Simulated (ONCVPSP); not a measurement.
# lanthanum (La): variants of one ONCV potential

Base potential:

```json
{
 "Element": "La",
 "Generator": "ONCVPSP 4.0.1",
 "Type": "optimised norm-conserving Vanderbilt (ONCV)",
 "Functional": "PBE",
 "Relativity": "scalar-relativistic",
 "Frozen core": "[Kr] 4d10",
 "Valence charge": "11",
 "Reference configuration": "5s2 5p6 5d1.5 6s1.5",
 "Partial waves": "5s+6s: rc 2.45 bohr, ncon 4, nbas 7, qcut 6.1 1/bohr, 2 projectors; 5p: rc 2.10 bohr, ncon 4, nbas 9, qcut 3.6 1/bohr, 3 projectors, debl 1 Ha; 5d: rc 3.00 bohr, ncon 4, nbas 9, qcut 6.1 1/bohr, 2 projectors, debl 1.6 Ha; f scattering state at 0.03 Ha: rc 3.30 bohr, ncon 4, nbas 8, qcut 3.5 1/bohr, 1 projector",
 "Local potential": "polynomial inside 1.40 bohr (lpopt 1, dvloc0 2 Ha)",
 "Core correction": "Teter function, fcfact 2.5, rcfact 1.75"
}
```

In the f channel the program set the typed energies aside and used -0.129 Ha.

Cutoffs, loose and tight: the cutoffs (Ha) at which the residual kinetic energy of the hardest occupied pseudo-wave falls to 1 and 0.1 mHa per electron. They do not see the model core or the augmentation charge, which bear on the density cutoff. Test errors are all-electron minus pseudo excitation energies from the reference, over the configurations 5s2 5p6 5d1 6s2; 5s2 5p6 5d1 6s1; 5s2 5p6 5d1 6s0; 5s2 5p6 5d2 6s1. A dash means not determined; rows that change the core or the reference have their own tests.

```csv
change,outcome,"cutoff, loose","cutoff, tight",bound ghosts,GHOST(+) flags above zero,largest test error (meV)
base,"generated, projector energies reset by the program",13 Ha,57 Ha,none,"s, p",-17
"core correction Teter function, fcfact 2.7, rcfact 1.75","generated, projector energies reset by the program",13 Ha,57 Ha,none,"s, p",-18
"core correction Teter function, fcfact 3.6, rcfact 1.75","generated, projector energies reset by the program",13 Ha,57 Ha,none,"s, p",-23
"core correction Teter function, fcfact 5.6, rcfact 1.75","generated, projector energies reset by the program",13 Ha,57 Ha,none,"s, p",-34
"core correction Teter function, fcfact 6.8, rcfact 1.75","generated, projector energies reset by the program",13 Ha,57 Ha,none,"s, p",-41
"core correction Teter function, fcfact 7.4, rcfact 1.75","generated, projector energies reset by the program",13 Ha,57 Ha,none,"s, p",-44
```

Problem. What comes out with this change to the base: core correction Teter function, fcfact 4.5, rcfact 1.75?

Solution. outcome: generated, projector energies reset by the program; cutoff, loose: 13 Ha; cutoff, tight: 57 Ha; bound ghosts: none; GHOST(+) flags above zero: s, p; largest test error (meV): -29.

Problem. What comes out with this change to the base: core correction Teter function, fcfact 1.6, rcfact 1.75?

Solution. outcome: generated, projector energies reset by the program; cutoff, loose: 13 Ha; cutoff, tight: 57 Ha; bound ghosts: none; GHOST(+) flags above zero: s, p; largest test error (meV): -11.

Reading the sweep of the fcfact (base included, trends over the rows without a ghost): The loose cutoff stays near 13 Ha. The median size of the test errors (rows with all tests solved) rises from 2.1 meV at 1.6 to 5.4 meV at 7.4.
